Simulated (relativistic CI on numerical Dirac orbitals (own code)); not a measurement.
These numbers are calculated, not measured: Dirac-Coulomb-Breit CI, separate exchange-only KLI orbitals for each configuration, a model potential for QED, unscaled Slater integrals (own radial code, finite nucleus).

The strongest absorption lines from the ground level of an ion, among the configurations computed and to levels below about 735 eV (vacuum wavelength in nm, gf): 1.8449 (0.064), 1.9463 (0.059), 1.9636 (0.26), 1.9853 (0.043), 2.0224 (1.2), 2.1742 (0.062), 12.607 (0.055), 18.508 (0.078).

Problem. Which ion is it?
A. Mn19+
B. Sc17+
C. K13+
D. Sc15+

Solution. D. Sc15+ has 6 electrons and the ground level 2s²2p² ³P0; the strongest line goes to 2s²2p3d ³D°1. The pattern of lines fixes the number of electrons, and along that sequence the line energies rise steadily with the charge (about as its square where n changes within one kind of shell, about linearly where n is kept but much faster in heavy ions where fine structure, which grows about as Z⁴, sets the gap, and irregularly where shells cross), which fixes Z. Configurations outside the model, such as inner-shell arrays, can give stronger lines. At this charge energies of transitions that change n are usually good to better than 1 %, and those within a shell (Δn = 0) to a few per cent.

LS names give the leading component of a level, which can be under half, so a name can repeat, a term be missing and a line seem to break the LS rules.
